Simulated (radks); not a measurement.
The numbers below are computed, except where a source is named.
Q: Ionisation of Eu2+, [Xe] 4f7, to Eu3+, [Xe] 4f6, under several functionals. Dirac Kohn-Sham, spin-unpolarised, spherical densities, finite nucleus; open shells fill j = l - 1/2 first; a radial shooting solver on a logarithmic mesh with Libxc functionals. The NIST Atomic Spectra Database gives 24.84 eV (semi-empirical). Rank these functionals by the error of their Delta-SCF ionisation energy: exchange-only B88; revPBE; PBEsol; Wu-Cohen GGA; B86b exchange with PBE correlation.

A: From best to worst: Wu-Cohen GGA 23.908 eV (-0.932); PBEsol 23.905 eV (-0.935); B86b exchange with PBE correlation 23.882 eV (-0.958); revPBE 23.798 eV (-1.042); exchange-only B88 22.571 eV (-2.269). Spin polarisation and multiplet splitting are left out, so open shells lie too high by an amount that depends on their filling.

Beside tabulated values, note that spin-unpolarised runs miss the spin-polarisation part of the exchange energy of open shells.
